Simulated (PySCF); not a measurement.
Ge(F)2(Me)(OH) (CH4F2GeO), SMILES [CH3][Ge]([OH])([F])[F]. Atoms are numbered in the order given.

```xyz
9

C      0.1466     1.9127     0.0000
Ge     0.0120     0.0069     0.0000
O      1.5869    -0.7602     0.0000
F     -0.8897    -0.5958    -1.3521
F     -0.8897    -0.5958     1.3521
H      0.6911     2.2400     0.8966
H     -0.8593     2.3540     0.0000
H      0.6911     2.2400    -0.8966
H      1.5340    -1.7263     0.0000
```

The structure is a stationary point at r2SCAN-D4/def2-SVP. The structure was generated by enumeration, and PubChem lists no compound with its InChIKey, so it may never have been made. One conformer was computed; it need not be the lowest.

All values below come from PBE/def2-TZVP (PySCF).

Symmetry labels are those of the subgroup Cs that the program uses (full group Cs).

Problem. List the valence orbital energies around the gap with their symmetry. (The exact figures need the calculation; the answer reports its results.)

Solution. 
```
orbital  symmetry  energy (eV)
-------  --------  -----------
HOMO−7         A"       -10.49
HOMO−6         A'       -10.31
HOMO−5         A'        -9.89
HOMO−4         A"        -9.38
HOMO−3         A"        -9.12
HOMO−2         A'        -8.91
HOMO−1         A'        -8.49
HOMO           A"        -7.89
LUMO           A'        -1.00
LUMO+1         A'         0.36
LUMO+2         A"         0.71
LUMO+3         A'         0.79
```
